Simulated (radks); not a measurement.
Values are calculated unless marked as measured or tabulated.
Problem. These are the eigenvalues of the occupied orbitals of an atom or ion with whole-number occupations (eV). Code: a radial shooting solver on a logarithmic mesh with Libxc functionals. Model: Dirac Kohn-Sham, BLYP, spin-unpolarised, spherical densities, finite nucleus; Fermi nuclear charge, rms radius of each element as measured or else 0.836 A^(1/3) + 0.57 fm.

| orbital | eigenvalue |
|---|---|
| 1s1/2 | -12533.13 |
| 2s1/2 | -1635.578 |
| 2p1/2 | -1470.603 |
| 2p3/2 | -1428.801 |
| 3s1/2 | -241.6877 |
| 3p1/2 | -185.2670 |
| 3p3/2 | -179.3758 |
| 3d3/2 | -82.0254 |
| 3d5/2 | -81.1244 |
| 4s1/2 | -41.9658 |
| 4p1/2 | -29.6437 |
| 4p3/2 | -29.0698 |
| 5s1/2 | -13.4263 |

Which element is it, and in what charge state? The configuration may be excited. Open shells, if any, are shared by 2j + 1.

Solution. Z = 34, selenium, charge +2: Se2+ in [Ar] 3d10 4s2 4p1 5s1. The list shows which subshells hold electrons but not how many an open one holds; the 1s level, -460.58 hartree, gives Z - s = 30.4 by -(Z - s)^2/2, which with screening and relativity narrows Z to a few neighbours, and the depths of the outer levels then fix element, charge and occupations together.
